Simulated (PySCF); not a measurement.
ClH2O2Si, ClH3OSi2, CH5AlBSi, CH3AlClSi and others (calculated)

Computed with PySCF 2.14.0. Calculation on a computer-drawn molecule: the log of a Hartree-Fock and frozen-core CCSD(T) single point meant for a local Hartree-Fock minimum, with one planted fault or none, to be diagnosed. Offsets are logged minus clean, where the clean run is the same molecule without the fault. The reference is restricted for singlets and unrestricted otherwise, and also for a bond in bohr or an excited solution. Adding or removing an electron swaps singlet and doublet. The excited solution moves the top pair (singlet) or top alpha electron (doublet) to the lowest empty orbital. Highest occupied and lowest empty are orbital energies over both spins, largest force is the largest gradient component, triples share is (T) over the correlation energy, the T1 limit is 0.02 restricted and 0.045 unrestricted, electrons count all cores, a negative frequency is imaginary (commonest isotopes), and the dipole is about the centre of nuclear charge.

Common to all runs: meant basis cc-pV(D+d)Z; logged SCF converged yes; possible faults no fault, one electron removed, one electron added, multiplicity raised by two, geometry at a saddle point, SCF held on an excited solution, minimal basis STO-3G, one bond length entered in bohr, all coordinates scaled.

(1) 
```xyz
6
formula=ClH2O2Si meant_charge=0 meant_multiplicity=2 logged_electrons=50 logged_basis_functions=84 logged_spin_squared=0 logged_highest_occupied=-0.38402 logged_lowest_empty=9.6335 logged_largest_force=0.13879 logged_T1_diagnostic=0.013106 logged_D1_diagnostic=0.047368 logged_triples_share=0.021906 logged_CC_converged=yes logged_dipole_magnitude=4.0818 logged_SCF_stable_within_its_kind=yes logged_energy_HF=-899.42163 logged_energy_CCSD(T)=-900.07226 planted_fault=one_electron_added HF_energy_offset_from_clean_run=15.64 CCSD(T)_energy_offset_from_clean_run=-1.446
O     -0.9488    -1.2978     0.4390
Si    -1.3446    -1.3149    -1.1470
O     -0.6412    -2.5535    -1.9560
Cl    -0.6320     0.3936    -2.0686
H     -0.0905    -1.0010     0.7108
H     -0.7902    -3.4353    -1.6447
```

Units: logged_highest_occupied, logged_lowest_empty in eV; logged_largest_force in hartree/bohr; logged_dipole_magnitude in debye; logged_energy_HF, logged_energy_CCSD(T) in hartree; HF_energy_offset_from_clean_run, CCSD(T)_energy_offset_from_clean_run in kcal/mol.

Drawn bonds:
```
atom  other atom  order
   1           2      1
   2           3      1
   2           4      1
   1           5      1
   3           6      1
```

(2) 
```xyz
7
formula=ClH3OSi2 meant_charge=0 meant_multiplicity=1 logged_electrons=56 logged_basis_functions=35 logged_spin_squared=0 logged_highest_occupied=-5.9256 logged_lowest_empty=5.6181 logged_largest_force=0.047566 logged_T1_diagnostic=0.019458 logged_D1_diagnostic=0.088222 logged_triples_share=0.036349 logged_CC_converged=yes logged_dipole_magnitude=5.0491 logged_SCF_stable_within_its_kind=yes logged_energy_HF=-1101.40546 logged_energy_CCSD(T)=-1101.55586 planted_fault=minimal_basis_STO-3G HF_energy_offset_from_clean_run=7923 CCSD(T)_energy_offset_from_clean_run=8183
O     -0.1718     1.4634     1.0054
Si    -0.7649     0.2051     0.0958
Si     1.1889     0.1845    -1.3495
Cl     0.9859    -1.3158    -2.8011
H     -0.7104     1.7684     1.7230
H      1.3625     1.4607    -2.0790
H      2.4352    -0.1091    -0.6067
```

Units: logged_highest_occupied, logged_lowest_empty in eV; logged_largest_force in hartree/bohr; logged_dipole_magnitude in debye; logged_energy_HF, logged_energy_CCSD(T) in hartree; HF_energy_offset_from_clean_run, CCSD(T)_energy_offset_from_clean_run in kcal/mol.

Drawn bonds:
```
atom  other atom  order
   1           2      1
   2           3      1
   3           4      1
   1           5      1
   3           6      1
   3           7      1
```

(3) 
```xyz
9
formula=CH5AlBSi meant_charge=1 meant_multiplicity=1 logged_electrons=42 logged_basis_functions=99 logged_spin_squared=0 logged_highest_occupied=-9.2334 logged_lowest_empty=-8.8774 logged_largest_force=0.12596 logged_dipole_magnitude=2.9081 logged_SCF_stable_within_its_kind=no logged_energy_HF=-595.67272 planted_fault=SCF_held_on_an_excited_solution HF_energy_offset_from_clean_run=215.3
Al    -1.7091    -0.3579    -2.3555
B      0.0066     0.2956    -1.1951
C      0.9935    -0.7054    -0.7177
Si     2.3345    -0.0972     0.2038
H     -2.9344    -0.8495    -3.1879
H      0.0532     1.4754    -1.0032
H      0.9300    -1.7716    -0.9048
H      2.4660     1.3341     0.4834
H      3.3989    -0.9444     0.7519
```

Units: logged_highest_occupied, logged_lowest_empty in eV; logged_largest_force in hartree/bohr; logged_dipole_magnitude in debye; logged_energy_HF in hartree; HF_energy_offset_from_clean_run in kcal/mol.

Drawn bonds:
```
atom  other atom  order
   1           2      1
   2           3      1
   3           4      2
   1           5      1
   2           6      1
   3           7      1
   4           8      1
   4           9      1
```

Notes: coupled-cluster numbers left out as unreliable.

(4) 
```xyz
7
formula=CH3AlClSi meant_charge=1 meant_multiplicity=1 logged_electrons=52 logged_basis_functions=98 logged_spin_squared=0 logged_highest_occupied=-14.236 logged_lowest_empty=-3.8389 logged_largest_force=1.632e-05 logged_lowest_frequency=72.75 logged_T1_diagnostic=0.013882 logged_D1_diagnostic=0.040209 logged_triples_share=0.033052 logged_CC_converged=yes logged_dipole_magnitude=5.4222 logged_SCF_stable_within_its_kind=yes logged_energy_HF=-1029.7344 logged_energy_CCSD(T)=-1030.19554 planted_fault=no_fault HF_energy_offset_from_clean_run=0 CCSD(T)_energy_offset_from_clean_run=0
Al    -1.7988     0.4360    -0.6056
C     -0.0066     0.6809    -0.3119
Si     1.2807     0.0988    -1.2749
Cl     0.9167    -0.9818    -2.9315
H     -3.3082     0.2285    -0.8551
H      0.2919     1.2567     0.5657
H      2.7033     0.3008    -1.0300
```

Units: logged_highest_occupied, logged_lowest_empty in eV; logged_largest_force in hartree/bohr; logged_lowest_frequency in cm⁻¹; logged_dipole_magnitude in debye; logged_energy_HF, logged_energy_CCSD(T) in hartree; HF_energy_offset_from_clean_run, CCSD(T)_energy_offset_from_clean_run in kcal/mol.

Drawn bonds:
```
atom  other atom  order
   1           2      1
   2           3      2
   3           4      1
   1           5      1
   2           6      1
   3           7      1
```

(5) 
```xyz
6
formula=AlH3NSi meant_charge=1 meant_multiplicity=1 logged_electrons=35 logged_basis_functions=75 logged_spin_squared=0.7606 logged_highest_occupied=-24.142 logged_lowest_empty=-11.852 logged_largest_force=0.08206 logged_T1_diagnostic=0.028142 logged_D1_diagnostic=0.12129 logged_triples_share=0.023569 logged_CC_converged=yes logged_dipole_magnitude=1.6267 logged_SCF_stable_within_its_kind=yes logged_energy_HF=-586.31879 logged_energy_CCSD(T)=-586.60367 planted_fault=one_electron_removed HF_energy_offset_from_clean_run=310.6 CCSD(T)_energy_offset_from_clean_run=341.4
Al    -0.0336     2.4625    -1.3220
N     -0.6309     1.0631    -1.9945
Si    -1.1976    -0.2773    -2.6349
H      0.5180     3.7567    -0.6991
H     -0.3255    -1.3849    -3.0273
H     -2.6263    -0.4868    -2.8716
```

Units: logged_highest_occupied, logged_lowest_empty in eV; logged_largest_force in hartree/bohr; logged_dipole_magnitude in debye; logged_energy_HF, logged_energy_CCSD(T) in hartree; HF_energy_offset_from_clean_run, CCSD(T)_energy_offset_from_clean_run in kcal/mol.

Drawn bonds:
```
atom  other atom  order
   1           2      1
   2           3      2
   1           4      1
   3           5      1
   3           6      1
```

(6) 
```xyz
8
formula=AlBH4NSi meant_charge=1 meant_multiplicity=1 logged_electrons=42 logged_basis_functions=94 logged_spin_squared=0 logged_highest_occupied=-15.796 logged_lowest_empty=-4.4647 logged_largest_force=1.853e-05 logged_lowest_frequency=62.424 logged_T1_diagnostic=0.016111 logged_D1_diagnostic=0.040546 logged_triples_share=0.033043 logged_CC_converged=yes logged_dipole_magnitude=4.0697 logged_SCF_stable_within_its_kind=yes logged_energy_HF=-612.09335 logged_energy_CCSD(T)=-612.51423
Al    -0.0492     1.8132     1.1590
B      1.9273     1.2477     0.3980
N      3.0870     0.9155    -0.0479
Si     4.5325     0.5006    -0.6025
H     -0.4220     3.3092     0.9232
H     -0.8303     0.6472     1.8394
H      5.7156     0.6097     0.2436
H      4.6946     0.0054    -1.9649
```

Units: logged_highest_occupied, logged_lowest_empty in eV; logged_largest_force in hartree/bohr; logged_lowest_frequency in cm⁻¹; logged_dipole_magnitude in debye; logged_energy_HF, logged_energy_CCSD(T) in hartree.

Drawn bonds:
```
atom  other atom  order
   1           2      1
   2           3      1
   3           4      2
   1           5      1
   1           6      1
   4           7      1
   4           8      1
```

**Q.** Which fault was planted in the run of AlBH4NSi (entry 6)?
**A.** no fault

Further results for AlBH4NSi (entry 6):

```
HF energy offset from clean run      : 0 kcal/mol
CCSD(T) energy offset from clean run : 0 kcal/mol
```
